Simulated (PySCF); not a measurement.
SMILES C[O][Mg][SiH3] (CH6MgOSi) (CAM-B3LYP/def2-SVP optimised geometry):

```
10

Mg     0.227    -0.288     0.000
O     -1.543    -0.295     0.008
C     -2.920    -0.315     0.001
H     -3.327    -0.559    -0.999
H     -3.328    -1.066     0.705
H     -3.351     0.663     0.292
Si     2.776    -0.288     0.000
H      3.351     1.087     0.128
H      3.350    -0.866    -1.255
H      3.348    -1.087     1.128
```

Method: CAM-B3LYP/def2-TZVP run with PySCF.

### Question
What are the frontier orbital energies and the dipole moment?

### Answer
HOMO-2 -8.62 eV, HOMO-1 -8.62 eV, HOMO -8.54 eV, LUMO -0.18 eV, LUMO+1 0.27 eV; dipole moment 0.50 D.

On the same geometry PBE/def2-TZVP (PySCF) gives HOMO-2 -6.32 eV, HOMO-1 -5.65 eV, HOMO -5.65 eV, LUMO -1.63 eV, LUMO+1 -1.29 eV; dipole moment 0.31 D.

Meta-Löwdin charges at CAM-B3LYP/def2-TZVP: Mg1 1.28, O2 -0.99, C3 -0.08, H4 0.09, H5 0.09, H6 0.09, Si7 -0.24, H8 -0.08, H9 -0.08, H10 -0.08.
